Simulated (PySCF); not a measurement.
Species: C6H8SSi.
Numbering: `[CH2:1]=[CH:2][SiH2:3][c:4]1[cH:5][cH:6][cH:7][s:8]1`

NICS is the negative of the GIAO shielding at a point without a nucleus: at the ring centre (0) and 1 Å above and below it (1); zz is the component along the ring normal. Level: GIAO PBE0/pcSseg-1 (PySCF, non-relativistic, gas phase) on the GFN2-xTB geometry, one conformer.

Ring bond lengths (Å), with Mayer bond orders in brackets: C4–C5 1.364 (1.58), C5–C6 1.411 (1.28), C6–C7 1.358 (1.57), C7–S8 1.718 (1.19), S8–C4 1.736 (1.16).

**Question.** What do the NICS probes read (ppm)?

**Answer.** 
```tsv
ring	type	NICS(0)	NICS(1), two faces	NICS(1)zz, two faces	rms pucker (Å)	centre to ring atoms, mean (Å)
C4–C5–C6–C7–S8	5-membered ring with S; formal bonds all aromatic	-12.3	-11.7 / -11.5	-28.7 / -28.2	0.00	1.29
```

**Question.** What do they say, and how far can they be read as aromaticity?

**Answer.** 
- C4–C5–C6–C7–S8: mean NICS(1)zz -28.5 ppm, shielded. For a flat ring without four-coordinate atoms the NICS criterion counts such a value as aromatic.

**Question.** How equal are the bonds by HOMA? HOMA takes Krygowski's 1993 parameters.

**Answer.** 
- C4–C5–C6–C7–S8: HOMA 0.80; the largest term is that of S8–C4, α(R − Ropt)² = 0.33. The geometric and the magnetic index point the same way.

**Question.** What field does 14.1 T along the ring normal induce along that normal at the first NICS(1) probe listed for ring C4–C5–C6–C7–S8, 1 Å off the ring?

**Answer.** NICSzz × B0 = -28.7 ppm × 14.1 T = -405 μT, against the applied field.

**Question.** How shielded are the nuclei of the rings and their hydrogens (means over atoms taken as equivalent)?

**Answer.** 
| atoms | environment | σ isotropic (ppm) |
| --- | --- | --- |
| C4 | substituted aromatic carbon | 48.7 |
| C5 | aromatic CH carbon | 44.7 |
| C6 | aromatic CH carbon | 55.0 |
| C7 | aromatic CH next to a ring sulfur | 43.9 |
| S8 | thiophene-type sulfur | 237.0 |
| H on C5 | aromatic hydrogen | 24.16 |
| H on C6 | aromatic hydrogen | 24.35 |
| H on C7 | aromatic hydrogen | 24.02 |

Hardware: one thread of an Intel Xeon Platinum 8488C, shared host with 192 logical CPUs at a one-minute load of 44. Cost: 29 s wall, 0.85 GiB resident at most. This is the whole shielding run at PBE0/pcSseg-1, SCF included.

Conformer computed: `[CH2:1]=[CH:2][SiH2:3][c:4]1[cH:5][cH:6][cH:7][s:8]1`: C1–C2–Si3–C4 -1°, C2–Si3–C4–C5 -114°.
